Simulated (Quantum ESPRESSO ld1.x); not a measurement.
Values are calculated unless marked as measured or tabulated.
Problem. These are the eigenvalues of the occupied orbitals of an atom or ion with whole-number occupations (eV). Code: ld1.x of Quantum ESPRESSO 7.5. Model: scalar-relativistic Kohn-Sham, LDA (Slater exchange, Perdew-Wang correlation), spin-polarised, spherical densities, point nucleus.

orbital  eigenvalue
1s up      -59241.9
1s down    -59241.9
2s up      -9998.42
2s down    -9998.40
2p up      -8831.59
2p down    -8831.57
3s up      -2248.85
3s down    -2248.40
3p up      -1895.58
3p down    -1895.13
3d up      -1458.63
3d down    -1458.28
4s up      -444.993
4s down    -444.100
4p up      -328.850
4p down    -327.974
4d up      -174.637
4d down    -173.780
5s up      -56.6577
5s down    -56.2031
5p up      -30.0892
5p down    -29.7214
4f up       -6.4727
4f down     -5.7101
6p up       -2.6259

Which element is it, and in what charge state? The configuration may be excited. Open shells, if any, are filled with parallel spins first.

Solution. Z = 69, thulium, charge 0: Tm in [Xe] 4f13 6p2. The list shows which subshells hold electrons but not how many an open one holds; the 1s level, -2177.1 hartree, gives Z - s = 66.0 by -(Z - s)^2/2, which with screening and relativity narrows Z to a few neighbours, and the depths of the outer levels then fix element, charge and occupations together.
